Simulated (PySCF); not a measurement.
## What settings do to a single point of [Tl(CN)]2+

The sound run of [Tl(CN)]2+ (singlet) uses PySCF 2.14.0, RKS PBE, Tl def2-SVP with ECP60, C def2-SVP, N def2-SVP; non-relativistic Hamiltonian with scalar-relativistic core potentials where named; density fitting; no spin-orbit coupling, grid (50, 194), threshold 1e-8 Eh and 55 cycles, at the relaxed geometry:

```xyz
3

Tl    0.0000    0.0000   -0.3442
C     0.0000    0.0000    1.9148
N     0.0000    0.0000    3.0976
```

There Tl1 has a Mulliken charge of 1.50 e and the dipole about the centre of mass is 2.11 D. Each run below changes one thing and starts from free metal ions and neutral atoms unless it says otherwise; with 55 cycles, smearing, a level shift and second-order steps follow where DIIS fails, and their cycles count. Energy shifts count from the sound run.

```csv
change,outcome,cycles,energy shift (eV),largest force component (eV/Å),charge on Tl1 (e),dipole about the centre of mass (D)
"grid (40, 110)",converged,12,0.0082,0.02,1.50,2.11
"start from the bare core Hamiltonian, limit 67 cycles",converged,15,0.0000,0.01,1.50,2.11
threshold 1e-06,converged,11,0.0000,0.02,1.50,2.10
```

Task: How does the run with this change end: cycle limit 3?

Result: outcome not converged, cycles 3.

Forces carry noise of the integration grid, about 0.01 to 0.03 eV/Å.

The gap of the closed shell is small, and it wasn't tested for a lower spin-broken solution at this geometry.
